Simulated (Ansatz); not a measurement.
Ansatz (a quantum-chemistry and plane-wave program) input (B3LYP/LANL2DZ): The .json file is the Basis Set Exchange's LANL2DZ.

Ansatz 0.2 input:
```yaml
crystal:
  periodic: [false, false, false]
  atoms:
    - {symbol: C, position_ang: [-1.86451500, -0.19305099, -0.30229087]}
    - {symbol: C, position_ang: [-0.56333315, -0.04154812, 0.48026975]}
    - {symbol: C, position_ang: [0.64701013, 0.05136304, -0.42749150]}
    - {symbol: O, position_ang: [1.80978774, 0.19009325, 0.38569311]}
    - {symbol: H, position_ang: [-1.85657416, -1.09701737, -0.91613990]}
    - {symbol: H, position_ang: [-2.02991663, 0.65781071, -0.96765210]}
    - {symbol: H, position_ang: [-2.72100087, -0.25792182, 0.36994247]}
    - {symbol: H, position_ang: [-0.59818899, 0.85497302, 1.10460412]}
    - {symbol: H, position_ang: [-0.42584240, -0.88977339, 1.15582038]}
    - {symbol: H, position_ang: [0.54058237, 0.91196633, -1.10137152]}
    - {symbol: H, position_ang: [0.71473927, -0.85110660, -1.04961729]}
    - {symbol: H, position_ang: [2.58292759, 0.24973953, -0.18405526]}
basis:
  gaussian:
    orbitals: LANL2DZ.json
hamiltonian:
  xc: {name: B3LYP}
relax: {f_tol: 0.003, max_steps: 120}
```

Output:

```
Functional definition: B3LYP
integrals: 0.02 GiB planned
741 factors; integrals over basis functions are off by at most 2.9e-4 eV
mean field: 0.16 GiB planned
mean field evaluation 1: about -5279.2760 eV, gradient 5.9e1 eV
mean field evaluation 2: about -5273.6798 eV, gradient 7.9e1 eV
mean field evaluation 4: about -5287.8534 eV, gradient 2.5e0 eV
mean field evaluation 8: about -5287.9067 eV, gradient 7.6e-2 eV
mean field -5287.90670922 eV, -194.3269872920 hartree, gradient 4.4e-5 eV, S^2 0.000000; 0 other end points of the search recorded, 0 dependent functions left out
the calculation of the forces begins
reference -5287.90690827 eV, -194.3269946068 hartree; 17, 17 occupied and 35, 35 virtual orbitals, 741 factors
relax step   1: F+E_penalty+E_count = -5287.90670922 eV  Δ(F+E_penalty+E_count) = +0.000e0 eV  max|allowed force component| = 9.471e-1 eV/Å  Δτ_max = 0.0000 Å  (25 SCF iters, accepted)
these checks for a lower state are left out or cut short: starts, cluster_reference, orbital_swaps, neighbouring_geometries, increment
integrals: 0.02 GiB planned
741 factors; integrals over basis functions are off by at most 2.9e-4 eV
mean field: 0.16 GiB planned
mean field evaluation 16: about -5287.9043 eV, gradient 1.5e0 eV
mean field -5287.95106592 eV, -194.3286173707 hartree, gradient 9.8e-6 eV, S^2 0.000000; 0 other end points of the search recorded, 0 dependent functions left out
the calculation of the forces begins
reference -5287.95126579 eV, -194.3286247157 hartree; 17, 17 occupied and 35, 35 virtual orbitals, 741 factors
relax step   2: F+E_penalty+E_count = -5287.95106592 eV  Δ(F+E_penalty+E_count) = -4.436e-2 eV  max|allowed force component| = 4.025e-1 eV/Å  Δτ_max = 0.0531 Å  (29 SCF iters, accepted)
these checks for a lower state are left out or cut short: starts, cluster_reference, orbital_swaps, neighbouring_geometries, increment
integrals: 0.02 GiB planned
741 factors; integrals over basis functions are off by at most 2.9e-4 eV
mean field: 0.16 GiB planned
mean field -5287.95799409 eV, -194.3288719762 hartree, gradient 1.0e-5 eV, S^2 0.000000; 0 other end points of the search recorded, 0 dependent functions left out
the calculation of the forces begins
reference -5287.95819444 eV, -194.3288793387 hartree; 17, 17 occupied and 35, 35 virtual orbitals, 741 factors
relax step   3: F+E_penalty+E_count = -5287.95799409 eV  Δ(F+E_penalty+E_count) = -6.928e-3 eV  max|allowed force component| = 1.176e-1 eV/Å  Δτ_max = 0.0247 Å  (29 SCF iters, accepted)
these checks for a lower state are left out or cut short: starts, cluster_reference, orbital_swaps, neighbouring_geometries, increment
integrals: 0.02 GiB planned
741 factors; integrals over basis functions are off by at most 2.9e-4 eV
mean field: 0.16 GiB planned
mean field evaluation 32: about -5287.9201 eV, gradient 2.8e-1 eV
mean field -5287.95844838 eV, -194.3288886710 hartree, gradient 2.3e-5 eV, S^2 0.000000; 0 other end points of the search recorded, 0 dependent functions left out
the calculation of the forces begins
reference -5287.95864877 eV, -194.3288960350 hartree; 17, 17 occupied and 35, 35 virtual orbitals, 741 factors
relax step   4: F+E_penalty+E_count = -5287.95844838 eV  Δ(F+E_penalty+E_count) = -4.543e-4 eV  max|allowed force component| = 4.124e-2 eV/Å  Δτ_max = 0.0049 Å  (22 SCF iters, accepted)
these checks for a lower state are left out or cut short: starts, cluster_reference, orbital_swaps, neighbouring_geometries, increment
integrals: 0.02 GiB planned
741 factors; integrals over basis functions are off by at most 2.9e-4 eV
mean field: 0.16 GiB planned
mean field -5287.95850791 eV, -194.3288908588 hartree, gradient 2.6e-5 eV, S^2 0.000000; 0 other end points of the search recorded, 0 dependent functions left out
the calculation of the forces begins
reference -5287.95870830 eV, -194.3288982228 hartree; 17, 17 occupied and 35, 35 virtual orbitals, 741 factors
relax step   5: F+E_penalty+E_count = -5287.95850791 eV  Δ(F+E_penalty+E_count) = -5.953e-5 eV  max|allowed force component| = 2.248e-2 eV/Å  Δτ_max = 0.0030 Å  (22 SCF iters, accepted)
these checks for a lower state are left out or cut short: starts, cluster_reference, orbital_swaps, neighbouring_geometries, increment
integrals: 0.02 GiB planned
741 factors; integrals over basis functions are off by at most 2.9e-4 eV
mean field: 0.16 GiB planned
mean field -5287.95853787 eV, -194.3288919598 hartree, gradient 4.9e-5 eV, S^2 0.000000; 0 other end points of the search recorded, 0 dependent functions left out
the calculation of the forces begins
reference -5287.95873825 eV, -194.3288993234 hartree; 17, 17 occupied and 35, 35 virtual orbitals, 741 factors
relax step   6: F+E_penalty+E_count = -5287.95853787 eV  Δ(F+E_penalty+E_count) = -2.996e-5 eV  max|allowed force component| = 2.436e-3 eV/Å  Δτ_max = 0.0009 Å  (19 SCF iters, accepted)
integrals: 0.02 GiB planned
741 factors; integrals over basis functions are off by at most 2.9e-4 eV
mean field: 0.16 GiB planned
mean field evaluation 64: about -5287.9585 eV, gradient 6.5e-4 eV
mean field -5287.95853787 eV, -194.3288919598 hartree, gradient 4.9e-5 eV, S^2 0.000000; 1 other end points of the search recorded, 0 dependent functions left out
the calculation of the forces begins
reference -5287.95873825 eV, -194.3288993234 hartree; 17, 17 occupied and 35, 35 virtual orbitals, 741 factors
Total energy: -5287.95873825 eV, -194.3288993234 hartree
Atom 0 at    -1.887887    -0.195350    -0.301959 Å, force     0.000168     0.000039     0.000752 eV/Å
Atom 1 at    -0.565400    -0.041813     0.478194 Å, force     0.002432     0.000212    -0.000951 eV/Å
Atom 2 at     0.646722     0.050661    -0.450444 Å, force    -0.000055    -0.000077    -0.002436 eV/Å
Atom 3 at     1.833668     0.192856     0.399456 Å, force    -0.001640    -0.000188    -0.000872 eV/Å
Atom 4 at    -1.886611    -1.106064    -0.917048 Å, force    -0.000038     0.000271     0.000176 eV/Å
Atom 5 at    -2.061136     0.660743    -0.968912 Å, force     0.000014    -0.000262     0.000191 eV/Å
Atom 6 at    -2.740178    -0.259343     0.386063 Å, force    -0.000248    -0.000032    -0.000269 eV/Å
Atom 7 at    -0.594978     0.860510     1.103213 Å, force    -0.000579    -0.000359     0.000115 eV/Å
Atom 8 at    -0.421603    -0.894647     1.154735 Å, force    -0.000639     0.000245     0.000097 eV/Å
Atom 9 at     0.545254     0.920006    -1.121955 Å, force     0.000542    -0.001110     0.001565 eV/Å
Atom 10 at     0.721011    -0.859260    -1.069725 Å, force     0.000306     0.001284     0.001495 eV/Å
Atom 11 at     2.646814     0.257229    -0.143905 Å, force    -0.000263    -0.000022     0.000136 eV/Å
Dipole moment:    -0.025643    -0.014342    -0.402294 e Å
```

The geometry given is a B3LYP-D3(BJ)/def2-TZVP minimum.
